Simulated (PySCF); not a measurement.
AgI, charge -1, doublet, at a GFN2-xTB geometry (such geometries of metal compounds can be far from the true shape) (the multiplicity is a formal guess) (core potentials on Ag, I) (in this run its highest filled SCF level lies above zero, so its values depend strongly on the basis, on diffuse functions most of all); DF-PBE/def2-SVPD (PySCF).

Here is a job for PySCF.
```python
from pyscf import gto, scf, dft

mol = gto.M(
    atom='''
Ag   -0.000000   -0.000000   -1.613295
I     0.000000    0.000000    1.430658
''',
    basis='def2-svpd',
    ecp={'Ag': 'def2-svpd', 'I': 'def2-svpd'},
    charge=-1,
    spin=1,
    verbose=4,
)

mf = dft.UKS(mol)
mf.xc = 'pbe'
mf = mf.density_fit(auxbasis='def2-universal-jkfit')
mf.kernel()
```

Task: Write the output that PySCF gives for this input, abridged.

Result: 
```
PySCF version 2.14.0

[INPUT] verbose = 4
[INPUT] num. atoms = 2
[INPUT] num. electrons = 45
[INPUT] charge = -1
[INPUT] spin (= nelec alpha-beta = 2S) = 1
[INPUT] symmetry False subgroup None
[INPUT] Mole.unit = angstrom
[INPUT] Symbol           X                Y                Z      unit          X                Y                Z       unit  Magmom
[INPUT]  1 Ag     0.000000000000   0.000000000000  -1.613295000000 AA    0.000000000000   0.000000000000  -3.048685708130 Bohr   0.0
[INPUT]  2 I      0.000000000000   0.000000000000   1.430658000000 AA    0.000000000000   0.000000000000   2.703551797918 Bohr   0.0

nuclear repulsion = 82.576562511642
number of shells = 25
number of NR pGTOs = 130
number of NR cGTOs = 69
basis = def2-svpd
ecp = {'Ag': 'def2-svpd', 'I': 'def2-svpd'}

******** <class 'pyscf.df.df_jk.DFUKS'> ********
method = DFUKS
initial guess = minao
damping factor = 0
level_shift factor = 0
DIIS = <class 'pyscf.scf.diis.CDIIS'>
diis_start_cycle = 1
diis_space = 8
diis_damp = 0
SCF conv_tol = 1e-09
SCF conv_tol_grad = None
SCF max_cycles = 50
direct_scf = False
number electrons alpha = 23  beta = 22
XC library pyscf.dft.libxc version 7.1.2
    S. Lehtola, C. Steigemann, M. J. T. Oliveira, and M. A. L. Marques,  SoftwareX 7, 1–5 (2018)
XC functionals = pbe
    J. P. Perdew, K. Burke, and M. Ernzerhof,  Phys. Rev. Lett. 77, 3865 (1996)
    J. P. Perdew, K. Burke, and M. Ernzerhof,  Phys. Rev. Lett. 78, 1396 (1997)
    J. P. Perdew, K. Burke, and M. Ernzerhof,  Phys. Rev. Lett. 77, 3865 (1996)
    J. P. Perdew, K. Burke, and M. Ernzerhof,  Phys. Rev. Lett. 78, 1396 (1997)
radial grids:
    Treutler-Ahlrichs [JCP 102, 346 (1995); DOI:10.1063/1.469408] (M4) radial grids

becke partition: Becke, JCP 88, 2547 (1988); DOI:10.1063/1.454033
pruning grids: <function nwchem_prune>
grids dens level: 3
symmetrized grids: False
atomic radii adjust function: <function treutler_atomic_radii_adjust>
small_rho_cutoff = 0
Set gradient conv threshold to 3.16228e-05
tot grids = 44400
init E= -400.885396372376

cycle= 1 E= -442.209867492986  delta_E= -41.3  |g|= 2.56  |ddm|=  7.3
cycle= 2 E= -418.629315023802  delta_E= 23.6  |g|= 5.01  |ddm|= 46.3
cycle= 3 E= -439.220208722288  delta_E= -20.6  |g|= 2.44  |ddm|= 46.2
cycle= 4 E= -444.312411567901  delta_E= -5.09  |g|= 0.647  |ddm|= 4.98
cycle= 5 E= -444.057506955182  delta_E= 0.255  |g|= 0.844  |ddm|= 2.51
cycle= 6 E= -444.754093280248  delta_E= -0.697  |g|= 0.0625  |ddm|= 1.39
cycle= 7 E= -444.756426099663  delta_E= -0.00233  |g|= 0.0495  |ddm|= 0.259
cycle= 8 E= -444.757477875114  delta_E= -0.00105  |g|= 0.00783  |ddm|= 0.0505
cycle= 9 E= -444.757527182205  delta_E= -4.93e-05  |g|= 0.00376  |ddm|= 0.0199
cycle= 10 E= -444.757538932755  delta_E= -1.18e-05  |g|= 0.000525  |ddm|= 0.00705
cycle= 11 E= -444.757539164279  delta_E= -2.32e-07  |g|= 0.000245  |ddm|= 0.00172
cycle= 12 E= -444.757539205917  delta_E= -4.16e-08  |g|= 3.7e-05  |ddm|= 0.000526
cycle= 13 E= -444.757539207705  delta_E= -1.79e-09  |g|= 1.56e-05  |ddm|= 0.000132
cycle= 14 E= -444.75753920792  delta_E= -2.15e-10  |g|= 1.16e-06  |ddm|= 3.16e-05
Extra cycle  E= -444.757539207918  delta_E= 2.27e-12  |g|= 2.01e-06  |ddm|= 7.34e-06
converged SCF energy = -444.757539207918  <S^2> = 0.75176973  2S+1 = 2.0017689
```
